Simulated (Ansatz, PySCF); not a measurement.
Molecule: sum formula BNH₃, net charge 1, singlet state. 
Geometry from a B3LYP-D3(BJ)/def2-TZVP (Ansatz, a quantum-chemistry and plane-wave program) optimisation:
```
N
B 1 1.3115
H 1 1.0214 2 123.46
H 1 1.0214 3 113.09 2 -180.00
H 2 1.1685 4 155.55 1 180.00
```
Charge +1, spin multiplicity 1.

Total electronic energies in hartree. Cores are frozen in the correlated levels unless marked. No spin-orbit coupling. No relativistic terms. CBS(X,Y): correlation extrapolated as X^-3; Hartree-Fock from the larger set.

```json
[
 {"level": "HF/def2-SVPD", "program": "Ansatz", "energy (Eh)": "-80.55973"},
 {"level": "RI-HF/def2-QZVPP", "program": "Ansatz", "energy (Eh)": "-80.65428"},
 {"level": "BP86-D3(BJ)/def2-TZVPD", "program": "PySCF + dftd3", "energy (Eh)": "-81.13323"},
 {"level": "LC-wPBE-D4/def2-TZVPD", "program": "Ansatz + dftd4", "energy (Eh)": "-81.07730"},
 {"level": "MP2/STO-3G", "program": "Ansatz", "energy (Eh)": "-79.72087"},
 {"level": "MP2/def2-TZVPP", "program": "Ansatz", "energy (Eh)": "-80.93219"},
 {"level": "CCSD(T)/STO-3G", "program": "Ansatz", "energy (Eh)": "-79.74679"},
 {"level": "CCSD(T)/cc-pVQZ", "program": "Ansatz", "energy (Eh)": "-80.98260"},
 {"level": "CCSD(T)/CBS(def2-TZVPPD,def2-QZVPPD)", "program": "Ansatz", "energy (Eh)": "-80.9953"}
]
```

Totals of different functionals don't rank their quality; only differences between species are comparable.
